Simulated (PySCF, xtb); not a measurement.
H₃O₃P, SMILES OP(O)O.

Coordinates come from a B3LYP-D3(BJ)/def2-SVP optimisation. One conformer was computed; it need not be the lowest.

The numbers are results of PySCF 2.14.0 with IEF-PCM-M06-2X/def2-SVP, not measurements.

The values are the electrostatic part of the solvation free energy, E(continuum) − E(gas) at the gas-phase geometry, in a cavity of scaled van der Waals radii (PySCF's table); cavitation and dispersion terms are not included. In vacuum the orbital gap is 10.18 eV. The dipole moment in vacuum is 2.96 D.

```
solvent         ε  ΔG(elec) (kcal/mol)  dipole (D)  gap (eV)
----------  -----  -------------------  ----------  --------
water       78.36                -12.9        3.58     10.46
chloroform   4.71                  [?]         [?]       [?]
1-octanol    9.86                -11.0        3.48     10.42
```

Q: Some entries are withheld; supply them. (Estimate from the structure and the level; the computed values follow.)

A: 
- chloroform, ΔG(elec) (kcal/mol): -9.0
- chloroform, dipole (D): 3.37
- chloroform, gap (eV): 10.37

For comparison, GFN2-xTB/ALPB(water) (xtb, at the GFN2-xTB geometry, all terms of that model) gives -14.8 kcal/mol.
